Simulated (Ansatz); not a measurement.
`[OH][Cd][Cl]` and `[Cl][Cd][Br]` differ in one atom or group.

Ansatz, PBE0-D4/def2-TZVP geometries, multiplicity 1. Each molecule was computed in one conformer, which needn't be the lowest.

Elements past krypton have def2 core potentials. Scalar relativity is left out up to krypton.

```
                               property  `[OH][Cd][Cl]`
  HOMO–LUMO gap (B3LYP/def2-TZVPP) / eV            5.94
    LUMO energy (B3LYP/def2-TZVPP) / eV           -2.15
     LUMO energy (PBE0/def2-TZVPP) / eV           -1.80
   HOMO–LUMO gap (PBE0/def2-TZVPP) / eV            6.54
  LUMO energy (ωB97M-V/def2-TZVPP) / eV           -0.04
HOMO–LUMO gap (ωB97M-V/def2-TZVPP) / eV           10.69
```

(1) Give the same properties after the change, and the shifts. (Best estimate.)

Answers

(1) Ansatz gave: 
```csv
property,`[Cl][Cd][Br]`,shift
HOMO–LUMO gap (B3LYP/def2-TZVPP) / eV,5.72,-0.22
LUMO energy (B3LYP/def2-TZVPP) / eV,-2.56,-0.41
LUMO energy (PBE0/def2-TZVPP) / eV,-2.24,-0.44
HOMO–LUMO gap (PBE0/def2-TZVPP) / eV,6.31,-0.23
LUMO energy (ωB97M-V/def2-TZVPP) / eV,-0.40,-0.36
HOMO–LUMO gap (ωB97M-V/def2-TZVPP) / eV,10.35,-0.34
```

With PBE0 the HOMO falls by 0.20 eV and the LUMO falls by 0.44 eV, so the gap narrows by about 0.24 eV. PBE moves the HOMO by -0.52 eV and ωB97M-V by -0.01 eV. The zero-point energy changes by -30.6 kJ/mol with -2 modes.

B3LYP here is the variant with VWN-RPA as its local correlation; programs differ in this.

Spin–orbit coupling is left out; it splits and shifts lone-pair levels of the heavy atoms by tenths of an eV.
